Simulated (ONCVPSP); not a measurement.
# Potentials for Ag compared

Generated with ld1.x 7.5 (TM, RRKJ, ultrasoft, PAW), atompaw 4.2 or ONCVPSP 4.0.1. The cutoff is in Ry: for ld1.x and atompaw files where the sum of valence levels is converged to 10 mRy in a Bessel basis, for ONCV files where the hardest occupied wave has 1 mHa per electron of residual kinetic energy. The error is the largest all-electron minus pseudo excitation energy over each file’s own four to seven test configurations (ionisations up to +4, promotions, holes and added fractions of an electron), all of which were solved. The labels leave out finer settings (local radius, basis sizes, second energies), which also bear on the numbers. Spin-polarised tests are not counted. The rows are a selection from randomly drawn settings: files with unsolved tests, undetermined cutoffs or missed reference levels are left out.

A true bound ghost makes a file unfit for plane-wave use even where its test errors are small: the radial tests pick states by their node count and pass the ghost by.

```tsv
potential	cutoff (Ry)	largest error (meV)	bound ghosts
ONCV, PBEsol, fully relativistic, rc 1.45/1.55/1.90 (spd), local smoothed, core correction yes, reference 4s2 4p6 4d10 5s1, qcut 6.6/9.7/7.5, projectors 3/2/2	45	+39	none
ONCV, LDA (Perdew-Wang 92), scalar-relativistic, rc 1.35/0.95/1.80 (spd), local smoothed, core correction yes, reference 4s2 4p6 4d10 5s1, qcut 7.2/9.4/9.1, projectors 3/2/1	138	-4.7	none
ONCV, PBE, scalar-relativistic, rc 1.30/1.00/1.30 (spd), local smoothed, core correction yes, reference 4s2 4p6 4d10 5s0.75, qcut 7.4/6.6/7.6, projectors 2/1/2	362	+75	none
ONCV, PBE, scalar-relativistic, rc 1.75/1.20/1.45 (spd), local smoothed, core correction yes, reference 4s2 4p6 4d10 5s0.5, qcut 8.1/14.4/11.3, projectors 2/2/3	109	-2.8	none
```

(1) Fill in the row for Ag: ONCV, PBEsol, scalar-relativistic, rc 1.40/1.50/1.20 (spd), local smoothed, core correction yes, reference 4s2 4p6 4d10, qcut 8/11/8.3, projectors 2/3/2.

(2) Fill in the row for Ag: ONCV, PBEsol, scalar-relativistic, rc 1.60/1.30/1.90 (spd), local smoothed, core correction yes, reference 4s2 4p6 4d9.5, qcut 8.7/13.2/7.5, projectors 3/2/2.

(3) Fill in the row for Ag: ONCV, PBEsol, non-relativistic, rc 1.40/1.25/1.90 (spd), local smoothed, core correction no, reference 4s2 4p6 4d10 5s1, qcut 9.5/12.3/8.2, projectors 2/1/3.

## Answers

(1) cutoff 64 Ry, largest error -63 meV, bound ghosts: none.

(2) cutoff 96 Ry, largest error +7.0 meV, bound ghosts: d.

(3) cutoff 93 Ry, largest error +44 meV, bound ghosts: none.
